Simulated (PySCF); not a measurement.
A geometry optimisation on `NBC#C[SiH3]`.

Computed with PBE0-D3(BJ)/def2-SVP geometry optimisation, gas phase (PySCF 2.14.0). Start geometry: GFN2-xTB. A driver script takes a list of jobs; this job's settings line and coordinates (Å) are shown.

Command:
```bash
OMP_NUM_THREADS=1 python probes_run.py task.json out
```

Input:
```
{"job": {"xc": "PBE0", "basis": "def2-SVP", "d3": "d3bj", "grid": 1, "shake": 0.01, "kind": "geom"}, "charge": 0, "multiplicity": 1}
N     -2.575500     0.490310     0.793450
B     -1.883030    -0.159280    -0.187040
C     -0.379340    -0.161750    -0.126310
C      0.885970    -0.172560    -0.076250
Si     2.691770    -0.219920    -0.018560
H     -2.166610     1.015170     1.549290
H     -3.590860     0.560390     0.812860
H     -2.428820    -0.707130    -1.053240
H      3.222850    -0.013390    -1.342110
H      3.157700     0.860450     0.885340
H      3.103980    -1.518120     0.531850
```

Output:
```
step   0  E = -448.37856587  max force = 0.090020
step   1  E = -448.38407663  max force = 0.007604
step   2  E = -448.38468180  max force = 0.008229
step   3  E = -448.38544134  max force = 0.012494
step   4  E = -448.38571021  max force = 0.002065
step   5  E = -448.38576951  max force = 0.001465
step   6  E = -448.38579141  max force = 0.000737
step   7  E = -448.38580328  max force = 0.000417
optimisation converged
```

Energies in Eh; «max force» is the largest Cartesian gradient component in Eh/bohr.

How much energy does the optimisation release, in kcal/mol?

E(step 0) − E(last step) = 0.007237 Eh, which is 4.5 kcal/mol.

Summary of the converged run: final energy -448.38580 Eh after 7 steps; dipole 2.37 D.

Where do the atoms end?

0.044 Å rms from the input after alignment:
```
atom  x, y, z in Å
N1    -2.5929    0.5739    0.8818
B2    -1.8954   -0.1002   -0.1136
C3    -0.3615   -0.1511   -0.0969
C4     0.8632   -0.2002   -0.0962
Si5    2.6917   -0.2784   -0.0926
H6    -2.1378    1.0554    1.6470
H7    -3.6024    0.6267    0.8988
H8    -2.5161   -0.6472   -0.9955
H9     3.2137   -0.0931   -1.4778
H10    3.2466    0.7948    0.7849
H11    3.1299   -1.6063    0.4292
```

On one thread, Arm Neoverse V2 (aarch64), on a shared host, this took 22 s wall and 0.41 GiB of memory at its peak.
Labels such as C1 count atoms from 1, the log's own numbers from 0.
